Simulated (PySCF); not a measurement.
**How methods differ on the ionisation energy of Kr³⁰⁺**

Kr³⁰⁺ [He] 2s2 2p2 (3P) → Kr³¹⁺ [He] 2s2 2p1 (2P), as a difference of total energies. Calculation: PySCF 2.14, in an uncontracted even-tempered set (17 s from 9.3 bohr⁻², ratio 2.2; 11 p from 12 bohr⁻², ratio 2.2; 6 d from 49 bohr⁻², ratio 2.4; 5 f from 73 bohr⁻², ratio 2.4; 4 g from 110 bohr⁻², ratio 2.4); the non-relativistic Hamiltonian (point nucleus). Correlated levels: nothing frozen; virtual orbitals above 40 to 60 times the deepest correlated orbital energy dropped. The calculations carry no spin-orbit coupling.

```json
{"method": "UHF", "ionisation energy (eV)": "3536.9"}
{"method": "LDA", "ionisation energy (eV)": "3534.4"}
{"method": "PBE", "ionisation energy (eV)": "3536.1"}
{"method": "PBE0", "ionisation energy (eV)": "3536.6"}
{"method": "r2SCAN", "ionisation energy (eV)": "3538.8"}
{"method": "PW91", "ionisation energy (eV)": "3537.0"}
{"method": "B3LYP", "ionisation energy (eV)": "3537.3"}
{"method": "MP2 (all electrons)", "ionisation energy (eV)": "3536.2"}
{"method": "SCS-MP2 (all electrons)", "ionisation energy (eV)": "3535.7"}
```

Spin-orbit coupling is strong in these open shells (close to jj coupling). The scalar numbers leave it out and a first-order estimate fails, so it can dominate the gap to the real levels.

The gap to the reference is mostly relativistic.

For comparison: 3584 ± 4 eV (semi-empirical (NIST evaluation); NIST Atomic Spectra Database, ionization energies).
